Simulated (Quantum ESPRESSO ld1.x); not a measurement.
These are the eigenvalues of the occupied orbitals of an atom or ion with whole-number occupations (hartree). All-electron calculation, Dirac Kohn-Sham, LDA (Slater exchange, VWN5 correlation), spin-unpolarised, spherical densities, point nucleus. Program: ld1.x of Quantum ESPRESSO 7.5.

| orbital | eigenvalue |
|---|---|
| 1s1/2 | -55.5917 |
| 2s1/2 | -4.25829 |
| 2p1/2 | -2.88093 |
| 2p3/2 | -2.86469 |
| 3s1/2 | -0.54817 |

Which element is it, and in what charge state? The configuration may be excited. Open shells, if any, are shared by 2j + 1.

Answer. Z = 13, aluminium, charge +1: Al+ in [Ne] 3s2. The list shows which subshells hold electrons but not how many an open one holds; the 1s level, -55.592 hartree, gives Z - s = 10.5 by -(Z - s)^2/2, which with screening and relativity narrows Z to a few neighbours, and the depths of the outer levels then fix element, charge and occupations together.
